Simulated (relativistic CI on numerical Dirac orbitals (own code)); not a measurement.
Method of calculation: Dirac-Coulomb-Breit CI, separate exchange-only KLI orbitals for each configuration, model QED (radiative potential, 1s self-energy scaled to tabulated hydrogen-like ionisation energies), unscaled Slater integrals (own radial code, finite nucleus).

The strongest absorption lines from the ground level of an ion, among the configurations computed and to levels below about 9460 eV (vacuum wavelength in nm, gf): 0.18009 (0.84), 0.18038 (0.89), 0.18046 (0.99), 0.18049 (1.6), 0.18096 (1), 0.19615 (1.9), 0.19691 (2.1), 0.19700 (2.5).

Which ion is it?
A. Sm⁵³⁺
B. Sm⁵⁵⁺
C. Dy⁵⁷⁺
D. Yb⁶¹⁺

A. Sm⁵³⁺ has 9 electrons and the ground level 2s2.2p5 2P°_3/2; the strongest line goes to 2s2.2p4.3d 2D_5/2. The pattern of lines fixes the number of electrons, and along that sequence the line energies rise steadily with the charge (about as its square where n changes within one kind of shell, about linearly where n is kept but much faster in heavy ions where fine structure, which grows about as Z⁴, sets the gap, and irregularly where shells cross), which fixes Z. Configurations outside the model, such as inner-shell arrays, can give stronger lines. At this charge energies of transitions that change n are usually good to better than 1 %, and those within a shell (Δn = 0) to a few per cent.

LS names give the leading component of a level, which can be under half, so a name can repeat, a term be missing and a line seem to break the LS rules.
